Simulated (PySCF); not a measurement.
TlCl, SMILES [Cl][Tl]. Heavy atoms are numbered as in [Tl:1][Cl:2].

Geometry optimised at B3LYP-D3(BJ)/def2-TZVP. The def2 effective core potentials stand for the cores of Tl; spin–orbit coupling is left out.

Computed with PySCF with B3LYP/def2-TZVPD.

Mulliken values depend strongly on the basis, most of all with diffuse functions as here. ESP charges are fitted to the potential on shells at 1.4 to 2.0 van der Waals radii. Atomic charges (e), one atom of each kind:

```csv
atom,ESP fit,Mulliken
Tl1,0.41,0.56
Cl2,-0.41,-0.56
```
